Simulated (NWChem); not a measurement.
System: C3H2F2; SMILES C=C=C(F)F

```xyz
7

C      0.0000     0.0000     2.1785
C      0.0000     0.0000     0.8712
C      0.0000     0.0000    -0.4351
F      0.0000     1.0799    -1.1858
F      0.0000    -1.0799    -1.1858
H     -0.9346     0.0000     2.7536
H      0.9346     0.0000     2.7536
```
Atoms are numbered in this order, from 1.

Computed with NWChem. Structure relaxed at the PBE0/def2-SVP level. Level: PBE/def2-SVP with COSMO at NWChem's default radii, gas-phase geometry; rows give the dielectric constant.

For dielectric constant 20.7:

```
Quantity                Value
----------------------  -----
dipole in solution (D)   1.89
```

### Question
Estimate the same quantities for dielectric constant 3.9.

### Answer
| Quantity | Value |
|---|---|
| dipole in solution (D) | 1.76 |
